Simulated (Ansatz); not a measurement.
`CBCC(O)=S`, charge 0, multiplicity 1.

(1) Give a relaxed structure at PBE0-D4/def2-TZVP (the Gaussian-basis code of Ansatz). (Best estimate.)

Answers

(1) Ansatz gave: 
Z-matrix (Å, degrees):
```
C
B 1 1.549
H 1 1.102 2 105.1
H 1 1.092 2 113.8 3 114.6
H 1 1.092 2 115.0 3 -116.9
C 2 1.565 1 122.7 3 101.1
H 2 1.208 1 118.7 3 -79.6
C 6 1.499 2 117.6 1 -149.2
H 6 1.089 2 113.9 1 -18.4
H 6 1.109 2 101.3 1 94.9
O 8 1.333 6 115.2 2 -46.9
S 8 1.622 6 123.9 2 133.3
H 11 0.968 8 109.5 6 8.4
```
This is one stationary point; other conformers may exist.
